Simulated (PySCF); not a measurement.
## C6H10ClSi: g tensor and hyperfine couplings

C₆H₁₀ClSi (doublet state).
Numbering: `[CH3:1][CH2:2][Si:3]1[CH2:4][CH2:5]/[C:6]1=[CH:7]/[Cl:8]` (hydrogens: H9, H10, H11 on C1; H12, H13 on C2; H14, H15 on C4; H16, H17 on C5; H18 on C7)

Structure used (GFN2-xTB), in Å, numbered top down from 1:
```
atom  x, y, z in Å
C1     2.0743    0.6001    0.6795
C2     1.6837    0.9446   -0.7559
Si3   -0.0215    0.2209   -1.2247
C4    -0.4205   -1.6556   -0.9620
C5    -1.5616   -1.3006    0.0091
C6    -1.3908    0.1988    0.0700
C7    -2.0642    1.0674    0.8078
Cl8   -1.7151    2.7599    0.7522
H9     1.3349    0.9828    1.3793
H10    3.0393    1.0401    0.9272
H11    2.1480   -0.4771    0.8147
H12    2.4442    0.5707   -1.4428
H13    1.6604    2.0283   -0.8717
H14   -0.7542   -2.2245   -1.8254
H15    0.3727   -2.2265   -0.4822
H16   -2.5430   -1.5815   -0.3744
H17   -1.4376   -1.7583    0.9906
H18   -2.8578    0.8167    1.4972
```

The hyperfine couplings belong to this conformer and change with its torsions.

Level of theory: PySCF 2.14.0, UKS B3LYP, pcH-1 on C Cl H Si, non-relativistic, mean-field spin-orbit, GIAO. One conformer (not necessarily the lowest) at the GFN2-xTB geometry, without solvent, vibrations or thermal averaging. A GFN2-xTB geometry isn't a minimum of the functional, and hyperfine couplings can be far from their values at a DFT geometry, by a factor of two or more for some ions and for spin on atoms past the first row. No stability test was run, so a lower SCF solution isn't excluded.

- g1, g2, g3: 2.00206, 2.00305, 2.00540
- g_iso: 2.00350
- Form of g: rhombic: the two nearest values differ by 30 % of g3 − g1
- ⟨S²⟩: 0.7549 (exact 0.7500)
- Total energy: -984.31332 Eh

Hyperfine couplings atom by atom, in G; T1 to T3 are the principal values of the dipolar part; ρ(0) is the spin density at the nucleus (MHz turned into gauss with g_iso; 10 G = 1 mT):

```json
{"atom": "C1", "isotope": "13C", "a_iso": "9.5", "of which spin–orbit": "0.0", "T1": "-0.9", "T2": "-0.9", "T3": "1.8", "Mulliken spin population": "0.01", "ρ(0) (bohr⁻³)": "0.0236"}
{"atom": "C2", "isotope": "13C", "a_iso": "13.0", "of which spin–orbit": "0.0", "T1": "-1.9", "T2": "-1.8", "T3": "3.8", "Mulliken spin population": "0.02", "ρ(0) (bohr⁻³)": "0.0324"}
{"atom": "Si3", "isotope": "29Si", "a_iso": "-154.5", "of which spin–orbit": "0.3", "T1": "-56.0", "T2": "27.5", "T3": "28.5", "Mulliken spin population": "0.84", "ρ(0) (bohr⁻³)": "0.4884"}
{"atom": "C4", "isotope": "13C", "a_iso": "5.7", "of which spin–orbit": "0.0", "T1": "-2.3", "T2": "-1.9", "T3": "4.1", "Mulliken spin population": "0.02", "ρ(0) (bohr⁻³)": "0.0141"}
{"atom": "C5", "isotope": "13C", "a_iso": "2.4", "of which spin–orbit": "0.0", "T1": "-0.5", "T2": "-0.4", "T3": "0.9", "Mulliken spin population": "0.01", "ρ(0) (bohr⁻³)": "0.0061"}
{"atom": "C6", "isotope": "13C", "a_iso": "0.2", "of which spin–orbit": "0.0", "T1": "-4.8", "T2": "0.3", "T3": "4.5", "Mulliken spin population": "-0.06", "ρ(0) (bohr⁻³)": "0.0004"}
{"atom": "C7", "isotope": "13C", "a_iso": "4.3", "of which spin–orbit": "0.0", "T1": "-4.3", "T2": "-3.9", "T3": "8.1", "Mulliken spin population": "0.14", "ρ(0) (bohr⁻³)": "0.0107"}
{"atom": "Cl8", "isotope": "35Cl", "a_iso": "0.4", "of which spin–orbit": "0.0", "T1": "-1.5", "T2": "-0.9", "T3": "2.4", "Mulliken spin population": "0.01", "ρ(0) (bohr⁻³)": "0.0023"}
{"atom": "H9", "isotope": "1H", "a_iso": "0.2", "of which spin–orbit": "0.0", "T1": "-0.9", "T2": "-0.3", "T3": "1.2", "Mulliken spin population": "0.00", "ρ(0) (bohr⁻³)": "0.0001"}
{"atom": "H10", "isotope": "1H", "a_iso": "7.8", "of which spin–orbit": "0.0", "T1": "-0.7", "T2": "-0.2", "T3": "0.9", "Mulliken spin population": "0.01", "ρ(0) (bohr⁻³)": "0.0049"}
{"atom": "H11", "isotope": "1H", "a_iso": "-0.1", "of which spin–orbit": "0.0", "T1": "-0.9", "T2": "-0.3", "T3": "1.2", "Mulliken spin population": "0.00", "ρ(0) (bohr⁻³)": "0.0000"}
{"atom": "H12", "isotope": "1H", "a_iso": "-1.2", "of which spin–orbit": "0.0", "T1": "-1.6", "T2": "-0.7", "T3": "2.3", "Mulliken spin population": "0.00", "ρ(0) (bohr⁻³)": "-0.0007"}
{"atom": "H13", "isotope": "1H", "a_iso": "0.2", "of which spin–orbit": "0.0", "T1": "-1.6", "T2": "-0.9", "T3": "2.5", "Mulliken spin population": "0.00", "ρ(0) (bohr⁻³)": "0.0001"}
{"atom": "H14", "isotope": "1H", "a_iso": "5.0", "of which spin–orbit": "0.0", "T1": "-1.6", "T2": "-1.0", "T3": "2.6", "Mulliken spin population": "0.00", "ρ(0) (bohr⁻³)": "0.0031"}
{"atom": "H15", "isotope": "1H", "a_iso": "9.8", "of which spin–orbit": "0.0", "T1": "-1.5", "T2": "-0.1", "T3": "1.6", "Mulliken spin population": "0.01", "ρ(0) (bohr⁻³)": "0.0061"}
{"atom": "H16", "isotope": "1H", "a_iso": "0.3", "of which spin–orbit": "0.0", "T1": "-0.5", "T2": "-0.3", "T3": "0.9", "Mulliken spin population": "0.00", "ρ(0) (bohr⁻³)": "0.0002"}
{"atom": "H17", "isotope": "1H", "a_iso": "-0.8", "of which spin–orbit": "0.0", "T1": "-0.4", "T2": "-0.3", "T3": "0.8", "Mulliken spin population": "0.00", "ρ(0) (bohr⁻³)": "-0.0005"}
{"atom": "H18", "isotope": "1H", "a_iso": "-2.3", "of which spin–orbit": "0.0", "T1": "-2.1", "T2": "-0.4", "T3": "2.4", "Mulliken spin population": "0.00", "ρ(0) (bohr⁻³)": "-0.0015"}
```

The Mulliken spin populations are largest on Si3 (+0.84), C7 (+0.14) and C6 (-0.06). No atom but Si3 exceeds +0.15. The angles at Si3 add up to 315.4°, so it is pyramidal.

Under fast tumbling the dipolar parts average out, and these isotropic splittings remain: 2 × 1H (H14/H15, I = 1/2, 3 lines) with 0.74 mT, 3 × 1H (H9/H10/H11, I = 1/2, 4 lines) with 0.26 mT, 1 × 1H (H18, I = 1/2, 2 lines) with 0.23 mT, 2 × 1H (H12/H13, I = 1/2, 3 lines) with 0.05 mT and 1 × 35Cl (Cl8, I = 3/2, 4 lines) with 0.04 mT.

Nuclei that the bonding pattern makes equivalent are averaged, as if the motion that swaps them (rotation, inversion, ring flip) were fast. The three 1H nuclei of mean +7.4 MHz run from -0.2 to 21.8 MHz in the frozen geometry. The 1H value of +20.6 MHz is a mean of couplings from 13.9 to 27.3 MHz in this one geometry, not an average over conformers.

Main isotope only: 35Cl (natural samples also hold 24 % 37Cl, magnetic too, which adds its own pattern).

The 13C coupling of C2 (36.4 MHz) shows only in satellite lines or after enrichment, since that isotope makes up about 1.07 % of natural carbon.

The 29Si coupling of Si3 (-433.1 MHz) shows only in satellite lines or after enrichment, since that isotope makes up about 4.7 % of natural silicon.

The spin density at the nucleus, in bohr⁻³, is negative for H18 (-0.0015), for instance. A restricted open-shell determinant has no negative spin density anywhere; here it arises because α and β orbitals differ (spin polarisation).
